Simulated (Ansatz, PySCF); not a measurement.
Si(Cl)2(vinyl)(OH) (C2H4Cl2OSi), SMILES C(=C)[Si](Cl)(O)Cl. Atoms are numbered in the order given.

```xyz
10

C     -2.8068     0.2444     0.0000
C     -1.5993     0.8307     0.0000
Si    -0.0423    -0.1524     0.0000
O     -0.4570    -1.7499     0.0000
Cl     1.1225     0.2971    -1.6524
Cl     1.1225     0.2971     1.6524
H     -2.9135    -0.8448     0.0000
H     -3.7328     0.8294     0.0000
H     -1.5277     1.9251     0.0000
H      0.2574    -2.4026     0.0000
```

Geometry optimised at TPSSh-D3(BJ)/def2-SVP. One conformer was computed; it need not be the lowest.

Two levels are set side by side: PBE-D3(BJ)/def2-SVP (Ansatz, an electronic-structure program) and TPSSh-D3(BJ)/def2-SVP (PySCF). Each level has its own optimised geometry; the coordinates shown are those of the second. Frequencies come from the Hessian of PySCF at each geometry. Differences are taken from unrounded values.

| quantity | TPSSh-D3(BJ) |
|---|---|
| mean bond length (Å) | 1.470 |
| bond C1–C2 (Å) | 1.342 |
| bond C2–Si3 (Å) | 1.841 |
| bond Si3–O4 (Å) | 1.650 |
| bond Si3–Cl5 (Å) | 2.071 |
| bond Si3–Cl6 (Å) | 2.071 |
| bond C1–H7 (Å) | 1.094 |
| bond C1–H8 (Å) | 1.095 |
| bond C2–H9 (Å) | 1.097 |
| bond O4–H10 (Å) | 0.968 |
| highest harmonic wavenumber (cm⁻¹) | 3842 |
| mean harmonic wavenumber (cm⁻¹) | 1106 |
| zero-point energy (kcal/mol) | 37.95 |

Problem. What does PBE-D3(BJ) give, and how far is it from TPSSh-D3(BJ)? (An estimate is asked for; the answer gives what the named calculation found.)

Solution. 
```json
[
 {"quantity": "mean bond length (Å)", "PBE-D3(BJ)": "1.478", "PBE-D3(BJ) minus TPSSh-D3(BJ)": "0.008"},
 {"quantity": "bond C1–C2 (Å)", "PBE-D3(BJ)": "1.348", "PBE-D3(BJ) minus TPSSh-D3(BJ)": "0.006"},
 {"quantity": "bond C2–Si3 (Å)", "PBE-D3(BJ)": "1.849", "PBE-D3(BJ) minus TPSSh-D3(BJ)": "0.007"},
 {"quantity": "bond Si3–O4 (Å)", "PBE-D3(BJ)": "1.663", "PBE-D3(BJ) minus TPSSh-D3(BJ)": "0.012"},
 {"quantity": "bond Si3–Cl5 (Å)", "PBE-D3(BJ)": "2.079", "PBE-D3(BJ) minus TPSSh-D3(BJ)": "0.008"},
 {"quantity": "bond Si3–Cl6 (Å)", "PBE-D3(BJ)": "2.079", "PBE-D3(BJ) minus TPSSh-D3(BJ)": "0.008"},
 {"quantity": "bond C1–H7 (Å)", "PBE-D3(BJ)": "1.103", "PBE-D3(BJ) minus TPSSh-D3(BJ)": "0.008"},
 {"quantity": "bond C1–H8 (Å)", "PBE-D3(BJ)": "1.104", "PBE-D3(BJ) minus TPSSh-D3(BJ)": "0.008"},
 {"quantity": "bond C2–H9 (Å)", "PBE-D3(BJ)": "1.105", "PBE-D3(BJ) minus TPSSh-D3(BJ)": "0.008"},
 {"quantity": "bond O4–H10 (Å)", "PBE-D3(BJ)": "0.973", "PBE-D3(BJ) minus TPSSh-D3(BJ)": "0.006"},
 {"quantity": "highest harmonic wavenumber (cm⁻¹)", "PBE-D3(BJ)": "3771", "PBE-D3(BJ) minus TPSSh-D3(BJ)": "-71"},
 {"quantity": "mean harmonic wavenumber (cm⁻¹)", "PBE-D3(BJ)": "1077", "PBE-D3(BJ) minus TPSSh-D3(BJ)": "-29"},
 {"quantity": "zero-point energy (kcal/mol)", "PBE-D3(BJ)": "36.96", "PBE-D3(BJ) minus TPSSh-D3(BJ)": "-0.99"}
]
```

Exact exchange shortens and stiffens bonds; PBE has none. Differences between two approximate levels are no errors against the true value.
